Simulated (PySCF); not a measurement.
Compound: C4H6F4O.
Atom-mapped SMILES: `[CH3:1][C@@H:2]([F:3])[O:4][C@H:5]([F:6])[CH:7]([F:8])[F:9]` (hydrogens: H10, H11, H12 on C1; H13 on C2; H14 on C5; H15 on C7)

A PySCF run (density fitting, gas phase, GFN2-xTB geometry) gave HOMO -7.58 eV, LUMO 0.90 eV, dipole 2.54 D and E = -630.137 Eh.

Question: Which of these levels was it?
A. wB97X-D/pcSseg-1
B. PBE0/pcSseg-1
C. OPBE/6-31G
D. B3LYP/def2-SVPD

Answer: C. It is OPBE/6-31G. All candidates on this geometry:

```tsv
level and settings	kind	basis functions	SCF cycles	E (Eh)	HOMO (eV)	LUMO (eV)	dipole (D)
OPBE/6-31G	GGA	93	14	-630.1369	-7.58	0.90	2.54
B3LYP/def2-SVPD	global hybrid	243	14	-630.2012	-9.44	0.34	2.60
PBE0/pcSseg-1	global hybrid	183	14	-629.9403	-9.52	1.52	2.50
wB97X-D/pcSseg-1, energy threshold 1e-07 Eh	range-separated hybrid	183	8	-630.3943	-11.50	3.40	2.55
```

The nearest other candidate, by the summed differences of HOMO and LUMO, is B3LYP/def2-SVPD: its HOMO differs by -1.86 eV and its LUMO by -0.56 eV. wB97X-D ran without the empirical dispersion term, which would shift the total energy alone. Cycle counts include a coarse-grid stage where the run had one.

The values belong to the conformer `[CH3:1][C@@H:2]([F:3])[O:4][C@H:5]([F:6])[CH:7]([F:8])[F:9]`: C1–C2–O4–C5 176°, C2–O4–C5–F6 -72°, O4–C5–C7–F8 -178°.
